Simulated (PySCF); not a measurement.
H₂Cl₃FOSi₂, singlet, geometry from GFN2-xTB; CASSCF(4,6)/STO-3G in PySCF.

PySCF was given this input:
```python
from pyscf import gto, scf, mcscf
import numpy

mol = gto.M(
    atom='''
Si    2.20010576   -0.71201839    1.04202730
F     3.06911106    0.50857282    0.48284676
O     0.71986802   -0.53887916    0.40289351
Si   -0.65265610    0.03475282   -0.21129050
Cl   -1.68400237   -1.57134417   -0.81301495
Cl   -1.61373225    1.00934966    1.24915364
Cl   -0.22358027    1.24873915   -1.73884610
H     2.08305069   -0.52854441    2.47298268
H     2.73406370   -1.93051861    0.47395885
''',
    basis='sto-3g',
    verbose=4,
)

mf = scf.RHF(mol)
mf.kernel()
mc = mcscf.CASSCF(mf, 6, 4)
mc.fix_spin_(ss=0.0)
mc.kernel()
occ = numpy.linalg.eigvalsh(mc.fcisolver.make_rdm1(mc.ci, mc.ncas, mc.nelecas))[::-1]
ss = mc.fcisolver.spin_square(mc.ci, mc.ncas, mc.nelecas)[0]
print('natural occupations', occ.round(4), ' <S^2>', round(ss, 4))
```

Question: What does PySCF print? Leave out banner, timings and long lists.

Answer: 
```
PySCF version 2.14.0

[INPUT] verbose = 4
[INPUT] num. atoms = 9
[INPUT] num. electrons = 98
[INPUT] charge = 0
[INPUT] spin (= nelec alpha-beta = 2S) = 0
[INPUT] symmetry False subgroup None
[INPUT] Mole.unit = angstrom
[INPUT] Symbol           X                Y                Z      unit          X                Y                Z       unit  Magmom
[...]
nuclear repulsion = 755.140848781867
number of shells = 33
number of NR pGTOs = 171
number of NR cGTOs = 57
basis = sto-3g
ecp = {}

******** <class 'pyscf.scf.hf.RHF'> ********
method = RHF
initial guess = minao
damping factor = 0
level_shift factor = 0
DIIS = <class 'pyscf.scf.diis.CDIIS'>
diis_start_cycle = 1
diis_space = 8
diis_damp = 0
SCF conv_tol = 1e-09
SCF conv_tol_grad = None
SCF max_cycles = 50
direct_scf = True
direct_scf_tol = 1e-13
Set gradient conv threshold to 3.16228e-05
Initial guess from minao.
init E= -2108.00328692852
[...]
cycle= 1 E= -2108.06020452856  delta_E= -0.0569  |g|= 0.618  |ddm|= 3.76
[...]
cycle= 2 E= -2108.21720623884  delta_E= -0.157  |g|= 0.163  |ddm|= 1.33
[...]
cycle= 3 E= -2108.22618368571  delta_E= -0.00898  |g|= 0.0355  |ddm|= 0.28
[...]
cycle= 4 E= -2108.22685173314  delta_E= -0.000668  |g|= 0.0104  |ddm|= 0.0775
[...]
cycle= 5 E= -2108.22693056161  delta_E= -7.88e-05  |g|= 0.0017  |ddm|= 0.032
[...]
cycle= 6 E= -2108.22693266658  delta_E= -2.1e-06  |g|= 0.000248  |ddm|= 0.0052
[...]
cycle= 7 E= -2108.22693271002  delta_E= -4.34e-08  |g|= 4.28e-05  |ddm|= 0.000723
[...]
cycle= 8 E= -2108.22693271138  delta_E= -1.35e-09  |g|= 9.38e-06  |ddm|= 0.000131
[...]
cycle= 9 E= -2108.22693271145  delta_E= -7.37e-11  |g|= 1.69e-06  |ddm|= 3.08e-05
[...]
Extra cycle  E= -2108.22693271145  delta_E= -3.64e-12  |g|= 7.74e-07  |ddm|= 4e-06
converged SCF energy = -2108.22693271145

******** <class 'pyscf.mcscf.mc1step.CASSCF'> ********
CAS (2e+2e, 6o), ncore = 47, nvir = 4
max_cycle_macro = 50
max_cycle_micro = 4
conv_tol = 1e-07
conv_tol_grad = None
orbital rotation max_stepsize = 0.02
orbital rotation threshold for CI restart = 0.01
augmented hessian ah_max_cycle = 30
augmented hessian ah_conv_tol = 1e-12
augmented hessian ah_linear dependence = 1e-14
augmented hessian ah_level shift = 1e-08
augmented hessian ah_start_tol = 2.5
augmented hessian ah_start_cycle = 3
augmented hessian ah_grad_trust_region = 3
kf_trust_region = 3
kf_interval = 4
ci_response_space = 4
ci_grad_trust_region = 3
with_dep4 0
natorb = False
canonicalization = True
sorting_mo_energy = False
ao2mo_level = 2
internal_rotation = False
******** <class 'pyscf.fci.addons.SpinPenaltyFCISolver'> ********
max. cycles = 50
conv_tol = 1e-08
davidson only = True
linear dependence = 1e-12
level shift = 0.001
max iter space = 12
nroots = 1
pspace_size = 400
spin = None
CASCI E = -2108.22913221115  S^2 = 0.0000000
Set conv_tol_grad to 0.000316228
macro iter   1 ( 12 JK    3 micro), CASSCF E = -2108.23096800573  dE = -1.83579458e-03  S^2 = 0.0000000
               |grad[o]|=0.00529  |grad[c]|=0.0106  |ddm|=0.0588  |maxRot[o]|=0.114
macro iter   2 (  7 JK    2 micro), CASSCF E = -2108.23260466067  dE = -1.63665495e-03  S^2 = 0.0000000
               |grad[o]|=0.00796  |grad[c]|=0.00779  |ddm|=0.0163  |maxRot[o]|=0.0699
macro iter   3 ( 21 JK    4 micro), CASSCF E = -2108.23987250855  dE = -7.26784787e-03  S^2 = 0.0000000
               |grad[o]|=0.0104  |grad[c]|= 0.15  |ddm|=0.0537  |maxRot[o]|=0.273
macro iter   4 ( 21 JK    4 micro), CASSCF E = -2108.24499993742  dE = -5.12742887e-03  S^2 = 0.0000000
               |grad[o]|=0.0209  |grad[c]|=0.0231  |ddm|=0.0141  |maxRot[o]|=0.184
macro iter   5 ( 21 JK    4 micro), CASSCF E = -2108.24687626176  dE = -1.87632434e-03  S^2 = 0.0000000
               |grad[o]|=0.0125  |grad[c]|=0.0137  |ddm|=0.0112  |maxRot[o]|=0.212
macro iter   6 ( 21 JK    4 micro), CASSCF E = -2108.24756726641  dE = -6.91004653e-04  S^2 = 0.0000000
               |grad[o]|=0.00644  |grad[c]|=0.0131  |ddm|=0.00889  |maxRot[o]|=0.0982
[...]
               |grad[o]|=0.00189  |grad[c]|=0.00557  |ddm|=0.00229  |maxRot[o]|=0.179
macro iter  32 (  7 JK    2 micro), CASSCF E = -2108.25361769105  dE = -2.49586424e-04  S^2 = 0.0000000
               |grad[o]|=0.00193  |grad[c]|=0.00769  |ddm|=0.00229  |maxRot[o]|=0.0685
macro iter  33 ( 21 JK    4 micro), CASSCF E = -2108.25382825203  dE = -2.10560980e-04  S^2 = 0.0000000
               |grad[o]|=0.00164  |grad[c]|=0.00246  |ddm|=0.000731  |maxRot[o]|=0.176
macro iter  34 ( 20 JK    4 micro), CASSCF E = -2108.25375447166  dE =  7.37803662e-05  S^2 = 0.0000000
               |grad[o]|=0.00128  |grad[c]|=0.00445  |ddm|=0.00211  |maxRot[o]|= 0.06
macro iter  35 ( 21 JK    4 micro), CASSCF E = -2108.25385097640  dE = -9.65047361e-05  S^2 = 0.0000000
               |grad[o]|=0.00165  |grad[c]|=0.00224  |ddm|=0.00115  |maxRot[o]|=0.031
macro iter  36 ( 21 JK    4 micro), CASSCF E = -2108.25386002753  dE = -9.05113393e-06  S^2 = 0.0000000
               |grad[o]|=0.000919  |grad[c]|=0.00368  |ddm|=0.000689  |maxRot[o]|=0.014
macro iter  37 (  7 JK    2 micro), CASSCF E = -2108.25390996985  dE = -4.99423199e-05  S^2 = 0.0000000
               |grad[o]|=0.000779  |grad[c]|=0.00469  |ddm|=0.00234  |maxRot[o]|=0.0517
macro iter  38 ( 19 JK    4 micro), CASSCF E = -2108.25385984554  dE =  5.01243139e-05  S^2 = 0.0000000
               |grad[o]|=0.000492  |grad[c]|=0.00289  |ddm|=0.00162  |maxRot[o]|=  0.1
macro iter  39 ( 19 JK    4 micro), CASSCF E = -2108.25388932720  dE = -2.94816609e-05  S^2 = 0.0000000
               |grad[o]|=0.000972  |grad[c]|=0.00138  |ddm|=0.000742  |maxRot[o]|=0.0198
macro iter  40 ( 20 JK    4 micro), CASSCF E = -2108.25386634439  dE =  2.29828111e-05  S^2 = 0.0000000
               |grad[o]|=0.000495  |grad[c]|=0.00282  |ddm|=0.00164  |maxRot[o]|=0.0153
macro iter  41 ( 21 JK    4 micro), CASSCF E = -2108.25390326586  dE = -3.69214790e-05  S^2 = 0.0000000
               |grad[o]|=0.000937  |grad[c]|=0.00057  |ddm|=0.000419  |maxRot[o]|=0.0192
macro iter  42 ( 19 JK    4 micro), CASSCF E = -2108.25389781135  dE =  5.45451439e-06  S^2 = 0.0000000
               |grad[o]|=0.000412  |grad[c]|=0.002  |ddm|=0.00103  |maxRot[o]|=0.0427
macro iter  43 ( 22 JK    4 micro), CASSCF E = -2108.25391979860  dE = -2.19872527e-05  S^2 = 0.0000000
               |grad[o]|=0.000768  |grad[c]|=0.000529  |ddm|=0.000734  |maxRot[o]|=0.0139
macro iter  44 ( 19 JK    4 micro), CASSCF E = -2108.25391718015  dE =  2.61845707e-06  S^2 = 0.0000000
               |grad[o]|=0.000266  |grad[c]|=0.00114  |ddm|=0.000219  |maxRot[o]|=0.0087
macro iter  45 ( 15 JK    3 micro), CASSCF E = -2108.25392150387  dE = -4.32372326e-06  S^2 = 0.0000000
               |grad[o]|=0.000309  |grad[c]|=0.000294  |ddm|=0.000103  |maxRot[o]|=0.0105
macro iter  46 ( 19 JK    4 micro), CASSCF E = -2108.25392170158  dE = -1.97708687e-07  S^2 = 0.0000000
               |grad[o]|=0.000228  |grad[c]|=0.000708  |ddm|=0.000216  |maxRot[o]|=0.000777
macro iter  47 ( 13 JK    4 micro), CASSCF E = -2108.25392575126  dE = -4.04967886e-06  S^2 = 0.0000000
               |grad[o]|=0.000225  |grad[c]|=0.000415  |ddm|=0.000144  |maxRot[o]|=0.0162
macro iter  48 (  3 JK    1 micro), CASSCF E = -2108.25392645793  dE = -7.06670562e-07  S^2 = 0.0000000
               |grad[o]|=0.000108  |grad[c]|=0.000292  |ddm|=5.63e-05  |maxRot[o]|=0.00832
macro iter  49 (  3 JK    1 micro), CASSCF E = -2108.25392648314  dE = -2.52098289e-08  S^2 = 0.0000000
               |grad[o]|=3.53e-05  |grad[c]|=0.000144  |ddm|=5.85e-05  |maxRot[o]|=0.000558
1-step CASSCF converged in  49 macro (852 JK 173 micro) steps
CASSCF canonicalization
Density matrix diagonal elements [1.98260927 1.98553461 0.00504689 0.00749562 0.00603448 0.01327913]
CASSCF energy = -2108.25392648314
CASCI E = -2108.25392648314  E(CI) = -6.22266590686240  S^2 = 0.0000000
natural occupations [1.9885e+00 1.9814e+00 1.6700e-02 1.2100e-02 9.0000e-04 4.0000e-04]  <S^2> 0.0
```
